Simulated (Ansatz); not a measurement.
The cluster B2N2. Total charge 0; triplet. Geometry r2SCAN-D4/def2-TZVP; atoms count from 1.

```tsv
atom	x (Å)	y (Å)	z (Å)
B1	-0.013	-0.787	-0.119
B2	0.013	0.787	0.119
N3	1.138	-0.069	0.334
N4	-1.138	0.069	-0.334
```

The structure comes from a short search, and lower isomers may exist.

(1) Estimate the Mulliken populations from the PBE0/def2-TZVP orbitals of Ansatz.

(2) Where does the spin sit?

(3) And the Mayer bond orders between bonded heavy atoms (over 0.3)?

Results:

(1) 
```json
{"atom": "B1", "charge (e)": "0.13", "spin (α − β)": "0.47"}
{"atom": "B2", "charge (e)": "0.13", "spin (α − β)": "0.47"}
{"atom": "N3", "charge (e)": "-0.13", "spin (α − β)": "0.53"}
{"atom": "N4", "charge (e)": "-0.13", "spin (α − β)": "0.53"}
```
Mulliken values and Mayer orders depend strongly on the basis.

(2) Summed by element: B 0.94, N 1.06, of 2 unpaired in all. Largest on single atoms: N3 0.53, N4 0.53, B1 0.47.

(3) B1–B2 0.75 (1.59 Å); B1–N3 1.28 (1.43 Å); B1–N4 1.28 (1.43 Å); B2–N3 1.28 (1.43 Å); B2–N4 1.28 (1.43 Å).
